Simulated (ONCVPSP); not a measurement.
B: excitation energies, all-electron against ONCV

ONCVPSP 4.0.1 input, shortened (lines: element, Z, core and valence counts, functional; n l f; lmax; l rc ep ncon nbas qcut; lloc lpopt rc5 dvloc0; l nproj debl; icmod fcfact rcfact), BLYP, scalar-relativistic:

```
  B 5.00    1    1  -106131      upf
    1    0    2.00
    2    0    2.00
    2
    0    1.10    0.00    4    9    6.70
    1    0.95    0.08    3    7   10.40
    2    1.00    0.20    3    7    8.90
    4    4    0.85    0.00
    0    2    2.20
    1    2    1.30
    2    2    2.00
    0    0.00    0.00
```

In the p channel the program set the typed energies aside and used 0.050, 1.350 Ha.

Energies are relative to the spin-unpolarised reference configuration 2s2; without spin polarisation the order of configurations can differ from experiment. Not all tests gave a result: 1 of 4 tests not solved or not reliable.

| valence configuration | charge | ΔE all-electron (eV) | error AE − PS (meV) |
| --- | --- | --- | --- |
| 2s2 2p1 | 0 | -8.173 | +38 |
| 2s1 | +2 | 25.350 | +47 |
| 2s2 2p0.5 | +0.5 | -5.316 | +16 |
